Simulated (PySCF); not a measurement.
NbF3, SMILES [F][Nb]([F])[F] (connectivity only; charge and spin as stated), neutral, multiplicity 3.

Coordinates come from a PBE0-D3(BJ)/def2-TZVP optimisation. The spin state was assumed, not searched. The def2 effective core potentials stand for the cores of Nb; spin–orbit coupling is left out.

Two levels are set side by side: PBE/def2-TZVPD (PySCF) and r2SCAN/def2-TZVPD (PySCF). Same geometry, gas phase. Differences are taken from unrounded values.

| quantity | PBE |
|---|---|
| α-spin orbital gap (eV) | 0.63 |
| β-spin orbital gap (eV) | 6.42 |
| dipole moment (D) | 0.99 |
| mean polarisability (bohr³) | 45.6 |

These are the PBE values. What does r2SCAN give? (Estimate from the structure and the level; the computed values follow.)


```
quantity                     r2SCAN  PBE minus r2SCAN
---------------------------  ------  ----------------
α-spin orbital gap (eV)        1.20             -0.57
β-spin orbital gap (eV)        7.44             -1.02
dipole moment (D)              1.04             -0.05
mean polarisability (bohr³)    42.9               2.7
```

Rough cost on one machine, each run with all the roots and properties that it gave: r2SCAN against PBE about 2 times.
